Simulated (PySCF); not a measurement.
# H₂CoN, triplet: computed properties

All numbers come from PySCF, UPBE0, basis Co def2-TZVP, N def2-TZVP, H def2-TZVP (no relativity, density fitting).

The structure is a minimum.

Coordinates in bohr (charge 0 multiplicity 3):
```
Co   -0.1046    0.5246    0.0000
N     0.1878   -2.3572    0.0000
H     1.7667    0.9869   -1.9736
H     1.7667    0.9869    1.9736
```

```
Point group                                                                   : Cs
Bond lengths                                                                  : Co–H 1.460 Å (×2), Co–N 1.533 Å
Bond angles                                                                   : H–Co–H 91.4°, H–Co–N 95.6° (×2)
Heat capacity Cp at 298.15 K                                                  : 49.7 J/(mol K)
Lowest empty level (β)                                                        : -2.65 eV
Spin squared ⟨S²⟩                                                             : 2.052
Rotational constants                                                          : 4.044, 0.5821, 0.5776 cm⁻¹
Highest occupied level (α)                                                    : -7.28 eV
Entropy at 298.15 K and 1 bar (electronic part: spin only)                    : 262.0 J/(mol K)
Zero-point energy                                                             : 39.9 kJ/mol
Principal polarisabilities                                                    : 30.0, 34.0, 43.8 bohr³
Rotational symmetry number                                                    : 1
Atomisation energy without zero-point energy                                  : 673 kJ/mol
Dipole moment                                                                 : 3.02 D
Enthalpy at 298.15 K above 0 K                                                : 11.59 kJ/mol
Principal quadrupole moments (Buckingham, traceless) about the centre of mass : -1.61, -0.12, 1.73 D Å
```

Harmonic modes (masses in u: Co 58.933, N 14.003, H 1.008):
```
symmetry  ω (cm⁻¹)  IR (km/mol)  μ (u)     type
     a''       504         21.6   1.09     bend
      a'       532         39.0   1.11     bend
      a'       570         30.2   1.04     bend
      a'       985         28.1  13.30  stretch
      a'      2025         31.0   1.03  stretch
     a''      2056         32.2   1.03  stretch
```

Charges (e):
```json
{"atom": "Co1", "Mulliken": "0.34", "Löwdin": "0.07", "polar tensor": "0.57", "spin (Mulliken)": "1.13", "Mayer order to Co1": "–"}
{"atom": "N2", "Mulliken": "-0.35", "Löwdin": "-0.13", "polar tensor": "-0.33", "spin (Mulliken)": "1.01", "Mayer order to Co1": "2.18"}
{"atom": "H3,4", "Mulliken": "0.00", "Löwdin": "0.03", "polar tensor": "-0.12", "spin (Mulliken)": "-0.07", "Mayer order to Co1": "0.85"}
```

Mulliken populations on Co1: s 6.61, p 12.41, d 7.64, f 0.00.

This need not be the most stable arrangement of these atoms. Other spin states or occupations of the open shell can lie lower. At this level a quintet minimum of C2v symmetry lies 27 kJ/mol below this structure.

The final relaxation and frequency run took 73 s on 4 threads of a shared Arm Neoverse N1 host, with 88 basis functions and 17 gradients; the process peaked at 1 GiB. Launch command: `OMP_NUM_THREADS=4 python axn.py task.json out`.
